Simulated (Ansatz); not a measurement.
```yaml
crystal:
  periodic: [false, false, false]
  atoms:
    - {symbol: C, position_ang: [-0.701987, 1.772286, -0.162433]}
    - {symbol: Se, position_ang: [-1.577768, 0.291734, 0.764798]}
    - {symbol: Si, position_ang: [0.238196, -1.055931, 0.774766]}
    - {symbol: N, position_ang: [0.852411, -1.504422, -0.785788]}
    - {symbol: H, position_ang: [-0.282406, 1.347671, -1.136737]}
    - {symbol: H, position_ang: [-1.535675, 2.568654, -0.366333]}
    - {symbol: H, position_ang: [0.040415, 2.211619, 0.416282]}
    - {symbol: H, position_ang: [-0.212886, -2.270936, 1.539602]}
    - {symbol: H, position_ang: [1.409844, -0.438980, 1.461385]}
    - {symbol: H, position_ang: [0.281882, -1.922903, -1.423082]}
    - {symbol: H, position_ang: [1.663108, -0.992898, -1.129654]}
basis:
  gaussian: {orbitals: def2-mTZVP}
hamiltonian: {xc: {name: CAM-B3LYP}}
accuracy: high
scf: {lower_state_search: full}
output: {forces: true}
```

```sh
$ ansatz run in.yaml --threads 4 --pin off --events-out ev --progress --plain --max-ram 10444MiB
```

Shortened log:

```
Functional definition: CAM-B3LYP
2361 factors; integrals over basis functions are off by at most 1.4e-8 eV
516 factors; integrals over basis functions are off by at most 2.3e-9 eV
mean field evaluation 1: about -75864.4765 eV, gradient 6.4e1 eV
mean field evaluation 2: about -75864.6131 eV, gradient 6.4e1 eV
mean field evaluation 4: about -75872.1599 eV, gradient 6.1e0 eV
mean field evaluation 8: about -75872.2541 eV, gradient 5.2e-1 eV
mean field evaluation 16: about -75872.2550 eV, gradient 2.4e-4 eV
mean field -75872.25498559 eV, -2788.2539426590 hartree, gradient 8.3e-8 eV, S^2 0.000000; 0 other end points of the search recorded, 0 dependent functions left out
reference -75872.25500764 eV, -2788.2539434693 hartree; 34, 34 occupied and 83, 83 virtual orbitals, 2361 factors
Total energy: -75872.25500764 eV, -2788.2539434693 hartree
Atom 0 at    -0.701987     1.772286    -0.162433 Å, force    -2.403030     0.060360    -2.737230 eV/Å
Atom 1 at    -1.577768     0.291734     0.764798 Å, force    -0.154870     0.054751     0.255478 eV/Å
Atom 2 at     0.238196    -1.055931     0.774766 Å, force     0.462854    -0.864147     0.099041 eV/Å
Atom 3 at     0.852411    -1.504422    -0.785788 Å, force     1.850413     1.865660     2.934733 eV/Å
Atom 4 at    -0.282406     1.347671    -1.136737 Å, force    -0.612364     0.993549     1.295463 eV/Å
Atom 5 at    -1.535675     2.568654    -0.366333 Å, force     1.706115    -1.554605     0.164466 eV/Å
Atom 6 at     0.040415     2.211619     0.416282 Å, force     1.326758     0.691109     1.000762 eV/Å
Atom 7 at    -0.212886    -2.270936     1.539602 Å, force     0.076473     0.408200    -0.254783 eV/Å
Atom 8 at     1.409844    -0.438980     1.461385 Å, force    -0.246930     0.029806    -0.117248 eV/Å
Atom 9 at     0.281882    -1.922903    -1.423082 Å, force    -1.519045    -1.237845    -2.392845 eV/Å
Atom 10 at     1.663108    -0.992898    -1.129654 Å, force    -0.486375    -0.446838    -0.247838 eV/Å
Dipole moment:     0.261112     0.179248    -0.369306 e Å
```

Hardware: 4 threads of an Arm Neoverse V2 on a shared host. Wall time 5.5 s, peak host memory 0.6 GiB.
